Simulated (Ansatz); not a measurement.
Reaction (redistribution): `O[SiH2][SiH2]P` + `CCOBF` → `O[SiH2]OBF` + `CC[SiH2]P`

Program: Ansatz. Geometries: PBE0-D4/def2-TZVP. ΔE: electronic, gas phase. CCSD(T)/CBS is the MP2 limit (def2-TZVPP, def2-QZVPP) plus CCSD(T) − MP2 in def2-TZVPP, frozen cores. DFT in def2-TZVPP. B3LYP here is the variant with VWN-RPA as its local correlation; programs differ in this. Each species was taken in one conformer, which may not be the lowest.

| level | ΔE (eV) |
| --- | --- |
| PBE | -1.60 |
| r2SCAN | -1.82 |
| B3LYP | -1.80 |
| CCSD/def2-TZVPP | -1.91 |
| CCSD(T)/def2-TZVPP | -1.88 |
| HF/def2-QZVPP | -2.01 |
| SCS-MP2/def2-QZVPP | -2.01 |
| MP2/CBS(def2) | -2.05 |

What does CCSD(T)/CBS give? (Best estimate.)

Computed: -1.91 eV. The listed levels differ from it by 0.31, 0.09, 0.11, 0.00, 0.03, -0.10, -0.10, -0.14 eV.

Largest T1 diagnostic among the species: 0.013.

From PBE to PBE0 (25 % exact exchange), in def2-TZVPP and without D4, ΔE moves by −0.11 eV.
